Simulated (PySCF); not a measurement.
## Steps of a relaxation of [Ce(H2O)6]4+

[Ce(H2O)6]4+ (singlet). PySCF 2.14.0, RKS PBE0, Ce lcecp-2-SVP with ECP46, O def2-SVP, H def2-SVP; non-relativistic Hamiltonian with scalar-relativistic core potentials where named; density fitting; no spin-orbit coupling. Origin of the start: displaced along the imaginary mode. Columns: position (Å) and force (eV/Å). Energies are counted from the last step; some of the 21 steps are shown. Forces carry noise of the integration grid, about 0.01 to 0.03 eV/Å.

Run from Python with OMP_NUM_THREADS=4. Where DIIS fails, smearing, a level shift and second-order steps follow.
It took 5.9 min on 4 threads of Intel(R) Xeon(R) Platinum 8259CL CPU @ 2.50GHz (Skylake/Cascade Lake), with other jobs on the host, from the converged density of the start.

```xyz
19
step 0  E = 0.327 eV
Ce    0.0000    0.0000    0.0000     0.00    0.00    0.00
O     0.0000    0.0000    2.3373     0.00    0.00    1.13
H     0.7269    0.3563    2.9606    -1.06   -0.56   -0.58
H    -0.7269   -0.3563    2.9606     1.06    0.56   -0.58
O     0.0000    0.0000   -2.3373     0.00    0.00   -1.13
H     0.7269   -0.3563   -2.9606    -1.06    0.56    0.58
H    -0.7269    0.3563   -2.9606     1.06   -0.56    0.58
O     2.3340    0.0000    0.0000     0.55    0.00    0.00
H     2.9534   -0.6620    0.4323    -0.27    0.44   -0.33
H     2.9534    0.6620   -0.4323    -0.27   -0.44    0.33
O     0.0000    2.3373    0.0000     0.00    1.12    0.00
H     0.3790    2.9601    0.7154    -0.60   -0.58   -1.04
H    -0.3790    2.9601   -0.7154     0.60   -0.58    1.04
O    -2.3340    0.0000    0.0000    -0.55    0.00    0.00
H    -2.9534    0.6620    0.4323     0.27   -0.44   -0.33
H    -2.9534   -0.6620   -0.4323     0.27    0.44    0.33
O     0.0000   -2.3373    0.0000     0.00   -1.12    0.00
H    -0.3790   -2.9601    0.7154     0.60    0.58   -1.04
H     0.3790   -2.9601   -0.7154    -0.60    0.58    1.04
```

```xyz
19
step 7  E = 0.024 eV
Ce    0.0000    0.0000    0.0000     0.00    0.00    0.00
O     0.0000    0.0000    2.3276     0.00    0.00    0.29
H     0.7765    0.0815    2.9470    -0.24   -0.04   -0.11
H    -0.7765   -0.0815    2.9470     0.24    0.04   -0.11
O     0.0000    0.0000   -2.3276     0.00    0.00   -0.29
H     0.7765   -0.0815   -2.9470    -0.24    0.04    0.11
H    -0.7765    0.0815   -2.9470     0.24   -0.04    0.11
O     2.3297    0.0000    0.0000     0.29    0.00    0.00
H     2.9497   -0.7627    0.1663    -0.13    0.23   -0.07
H     2.9497    0.7627   -0.1663    -0.13   -0.23    0.07
O     0.0000    2.3269    0.0000     0.00    0.31    0.00
H     0.1005    2.9461    0.7749    -0.05   -0.12   -0.26
H    -0.1005    2.9461   -0.7749     0.05   -0.12    0.26
O    -2.3297    0.0000    0.0000    -0.29    0.00    0.00
H    -2.9497    0.7627    0.1663     0.13   -0.23   -0.07
H    -2.9497   -0.7627   -0.1663     0.13    0.23    0.07
O     0.0000   -2.3269    0.0000     0.00   -0.31    0.00
H    -0.1005   -2.9461    0.7749     0.05    0.12   -0.26
H     0.1005   -2.9461   -0.7749    -0.05    0.12    0.26
```

```xyz
19
step 13  E = 0.002 eV
Ce    0.0000    0.0000    0.0000     0.00    0.00    0.00
O     0.0000    0.0000    2.3332     0.00    0.00    0.03
H     0.7750   -0.0048    2.9523    -0.04    0.01   -0.02
H    -0.7750    0.0048    2.9523     0.04   -0.01   -0.02
O     0.0000    0.0000   -2.3332     0.00    0.00   -0.03
H     0.7750    0.0048   -2.9523    -0.04   -0.01    0.02
H    -0.7750   -0.0048   -2.9523     0.04    0.01    0.02
O     2.3333    0.0000    0.0000     0.07    0.00    0.00
H     2.9526   -0.7743    0.0499    -0.04    0.08   -0.02
H     2.9526    0.7743   -0.0499    -0.04   -0.08    0.02
O     0.0000    2.3333    0.0000     0.00   -0.05    0.00
H     0.0134    2.9523    0.7722     0.00    0.02    0.04
H    -0.0134    2.9523   -0.7722     0.00    0.02   -0.04
O    -2.3333    0.0000    0.0000    -0.07    0.00    0.00
H    -2.9526    0.7743    0.0499     0.04   -0.08   -0.02
H    -2.9526   -0.7743   -0.0499     0.04    0.08    0.02
O     0.0000   -2.3333    0.0000     0.00    0.05    0.00
H    -0.0134   -2.9523    0.7722     0.00   -0.02    0.04
H     0.0134   -2.9523   -0.7722     0.00   -0.02   -0.04
```

Q: Where does the relaxation end?

A: It converges at step 20 in Th:
```xyz
19
step 20  E = 0
Ce    0.0000    0.0000    0.0000
O     0.0000    0.0000    2.3318
H     0.7736   -0.0065    2.9508
H    -0.7736    0.0065    2.9508
O     0.0000    0.0000   -2.3318
H     0.7736    0.0065   -2.9508
H    -0.7736   -0.0065   -2.9508
O     2.3320    0.0000    0.0000
H     2.9510   -0.7736   -0.0052
H     2.9510    0.7736    0.0052
O     0.0000    2.3317    0.0000
H    -0.0018    2.9507    0.7738
H     0.0018    2.9507   -0.7738
O    -2.3320    0.0000    0.0000
H    -2.9510    0.7736   -0.0052
H    -2.9510   -0.7736    0.0052
O     0.0000   -2.3317    0.0000
H     0.0018   -2.9507    0.7738
H    -0.0018   -2.9507   -0.7738
```

Q: How did the contacts change?

A: 
| contact | start (Å) | end (Å) |
| --- | --- | --- |
| Ce1–O2 (H2O) | 2.337 | 2.332 |
| Ce1–O5 (H2O) | 2.337 | 2.332 |
| Ce1–O8 (H2O) | 2.334 | 2.332 |
| Ce1–O11 (H2O) | 2.337 | 2.332 |
| Ce1–O14 (H2O) | 2.334 | 2.332 |
| Ce1–O17 (H2O) | 2.337 | 2.332 |


No frequency check is given that shows the relaxed geometry to be a minimum, and it was reached by following one of several unstable modes of a saddle point.
